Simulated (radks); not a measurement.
Results of a calculation; reference values are marked as such.
Numerical settings for neutral scandium, [Ar] 3d1 4s2. Code: a radial shooting solver on a logarithmic mesh with Libxc functionals. Model: non-relativistic Kohn-Sham, PBE, spin-unpolarised, spherical densities, point nucleus. The defaults (mesh step 0.008 in ln r, mesh end at 40 bohr or more with all orbitals vanishing there, Anderson mixing 0.5 over 9 steps, residual threshold near 1e-9 with the energy settled to 1e-9 hartree or 1e-11 of itself, here a cap of 93 iterations) give E = -760.3847 hartree and 3d at -3.369 eV in 14 iterations. Run on one thread of a shared host, so times are rough (Arm Neoverse N1): 0.1 s of CPU time, 0.1 s wall, 14 iterations on 2669 mesh points. Changes against that run (0 stands for a change within the tolerance of the run):

\begin{tabular}{lrrrrr}
setting & iterations & converged & E (mhartree) & e(3d) (meV) & CPU (s) \\ \hline
mesh step in ln r 0.02 & 14 & yes & 0 & 0 & 0.05 \\
mesh step in ln r 0.03 & 14 & yes & 0 & 0 & 0.04 \\
mesh step in ln r 0.2 & 4 & no & diverged & - & 0.01 \\
mesh end (bohr) 3 & 13 & level above zero & +2.27e+03 & +1.69e+04 & 0.07 \\
mesh end (bohr) 2 & 13 & level above zero & +1.21e+04 & +5.37e+04 & 0.06 \\
residual threshold 0.1 & 7 & yes & +0.000191 & +7.34 & 0.07 \\
residual threshold 0.01 & 7 & yes & +0.000191 & +7.34 & 0.06 \\
mixing 0.05 & 19 & yes & 0 & 0 & 0.13 \\
linear mixing, mixing 0.8 & 47 & yes & 0 & 0 & 0.26 \\
linear mixing, mixing 0.05 & 93 & no & +0.00292 & -21.3 & 0.5 \\
mixing history 3 & 16 & yes & 0 & 0 & 0.11 \\
iteration cap 2 & 2 & no & +63.3 & -3.02e+03 & 0.02 \\
\end{tabular}

Settled on a wrong energy, with an occupied level pushed above zero by the early mesh end: mesh end (bohr) 3 (+2.27 hartree); mesh end (bohr) 2 (+12.1 hartree). Apart from these: no run marked as converged misses the energy by more than 1 mhartree. A mesh that ends early acts as a hard wall.
